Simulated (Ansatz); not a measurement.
Dissociation curve of C₂, singlet.

- RKS-PBE = restricted PBE/cc-pVDZ (Ansatz, a program for electronic structure)
- RKS-CAM-B3LYP = Ansatz with restricted CAM-B3LYP/cc-pVDZ
- FCI = full CI/cc-pVDZ, frozen core (Ansatz)

Energies relative to the lowest point of each curve between 1.10 and 1.58 Å, where full CI is lowest, in kcal/mol; the last columns give the error against full CI:

| R / Å | RKS-PBE | RKS-CAM-B3LYP | FCI | RKS-PBE − FCI | RKS-CAM-B3LYP − FCI |
|---|---|---|---|---|---|
| 1.10 | 35.7 | 31.4 | 36.3 | -0.5 | -4.8 |
| 1.20 | 4.8 | 3.2 | 5.2 | -0.4 | -2.0 |
| 1.27 | 0.0 | 0.0 | 0.0 | 0.0 | 0.0 |
| 1.33 | 2.9 | 2.7 | 2.4 | 0.5 | 0.3 |
| 1.40 | 11.6 | 7.4 | 10.3 | 1.3 | -2.9 |
| 1.43 | 16.6 | 9.6 | 14.8 | 1.7 | -5.3 |
| 1.49 | 27.0 | 14.0 | 24.9 | 2.0 | -10.9 |
| 1.52 | 31.9 | 16.8 | 30.3 | 1.6 | -13.4 |
| 1.58 | 40.7 | 23.7 | 41.0 | -0.2 | -17.3 |
| 1.65 | 49.1 | 33.2 | 51.9 | -2.9 | -18.8 |
| 1.70 | 54.7 | 40.5 | 57.4 | -2.7 | -16.9 |
| 1.80 | 66.6 | 55.9 | 68.6 | -2.0 | -12.8 |
| 1.90 | 78.8 | 71.4 | 79.5 | -0.7 | -8.1 |
| 2.05 | 96.5 | 93.9 | 94.0 | 2.4 | -0.1 |
| 2.20 | 112.7 | 114.9 | 105.7 | 7.1 | 9.2 |
| 2.45 | 136.2 | 145.7 | 118.6 | 17.6 | 27.2 |
| 2.70 | 154.8 | 170.0 | 125.0 | 29.8 | 45.0 |
| 2.97 | 170.2 | 183.0 | 128.1 | 42.1 | 54.9 |

RKS-PBE is furthest from FCI at 2.97 (42.1 kcal/mol, above); its mean absolute error over the points is 6.4 kcal/mol.

RKS-CAM-B3LYP is furthest from FCI at 2.97 (54.9 kcal/mol, above); its mean absolute error over the points is 13.9 kcal/mol.

The scan ran from 1.10 to 5.21 Å; beyond the distances shown full CI changes its symmetry label. The restricted form behind RKS-PBE, RKS-CAM-B3LYP keeps the bonding electrons paired and can't separate into open-shell fragments. Also computed but left out beside FCI, since their determinant holds another spin at the minimum (<S²> over 0.7 above the pure value): UHF, UKS-PBE0, UKS-CAM-B3LYP, UKS-PBE, UKS-B3LYP/6-31G*, UKS-M06-2X/6-31G*, UKS-BP86/6-31G*, UHF/6-31G*.
